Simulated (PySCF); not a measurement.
An equivalent PySCF input for Si⁺ (silicon, charge +1), [Ne] 3s2 3p1, 2P determinant, with the non-relativistic Hamiltonian (point nucleus):

```python
from pyscf import gto, scf, dft, mp, cc
import basis_set_exchange as bse
mol = gto.M(atom="Si 0 0 0", charge=1, spin=1, symmetry="D2h",
            basis=gto.basis.parse(bse.get_basis("6-31G*", elements=["Si"], fmt="nwchem", header=False)))
mf = dft.UKS(mol, xc="R2SCAN")
mf.irrep_nelec = {'Ag': (3, 3), 'B1u': (1, 1), 'B2u': (2, 1), 'B3u': (1, 1)}
mf.kernel()
```

It reaches the same state as the run whose output follows, with an energy that differs only through the grid. The run itself started from symmetry-adapted Hartree-Fock orbitals and held the occupation by maximum overlap, on a logarithmic radial grid, so the iterations belong to that start.

```
SCF conv_tol = 1e-09
number electrons alpha = 7  beta = 6
XC functionals = R2SCAN
    J. W. Furness, A. D. Kaplan, J. Ning, J. P. Perdew, and J. Sun.,  J. Phys. Chem. Lett. 11, 8208-8215 (2020)
    J. W. Furness, A. D. Kaplan, J. Ning, J. P. Perdew, and J. Sun.,  J. Phys. Chem. Lett. 11, 9248-9248 (2020)
    J. W. Furness, A. D. Kaplan, J. Ning, J. P. Perdew, and J. Sun.,  J. Phys. Chem. Lett. 11, 8208-8215 (2020)
    J. W. Furness, A. D. Kaplan, J. Ning, J. P. Perdew, and J. Sun.,  J. Phys. Chem. Lett. 11, 9248-9248 (2020)
cycle= 1 E= -289.014141799394  delta_E= -0.00329  |g|= 0.011  |ddm|= 0.084
cycle= 2 E= -289.014271975517  delta_E= -0.00013  |g|= 0.00244  |ddm|= 0.0162
cycle= 3 E= -289.014279176011  delta_E= -7.2e-06  |g|= 0.000362  |ddm|= 0.00442
cycle= 4 E= -289.014279290593  delta_E= -1.15e-07  |g|= 1.6e-05  |ddm|= 0.000694
cycle= 5 E= -289.014279291069  delta_E= -4.77e-10  |g|= 1.17e-06  |ddm|= 9.69e-05
converged SCF energy = -289.014279291069  <S^2> = 0.75578644  2S+1 = 2.0057781
```
